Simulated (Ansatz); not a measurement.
ZnBr2⁻. Charge -1, multiplicity 2. Geometry PBE0-D4/def2-TZVP, that of the neutral singlet; atoms count from 1.

```xyz
3

Zn   -0.0026    0.0015    0.0002
Br   -0.5649   -1.2159    1.7750
Br    0.5675    1.2144   -1.7752
```

The highest occupied level of the charge -1 doublet lies above zero (up to 1.42 eV). By energy differences its removal costs 0.17 eV (vertical, to the charge 0 singlet, at PBE0-D4/def2-TZVPD); a positive level beside a positive removal energy at the same level points to self-interaction error.

Question: Estimate the Mulliken populations from the PBE0/def2-TZVPD orbitals of Ansatz.

Answer: 
| atom | charge (e) | spin (α − β) | d electrons |
| --- | --- | --- | --- |
| Zn1 | -0.90 | 1.31 | 10.03 |
| Br2 | -0.05 | -0.15 | – |
| Br3 | -0.05 | -0.15 | – |
Mulliken values and Mayer orders depend strongly on the basis. With diffuse functions, as here, like atoms can get unlike values, and bond orders can come out too low or too high.

Question: Where does the spin sit?

Answer: Summed by element: Zn 1.31, Br -0.31, of 1 unpaired in all. Largest on single atoms: Zn1 1.31, Br2 -0.15, Br3 -0.15.
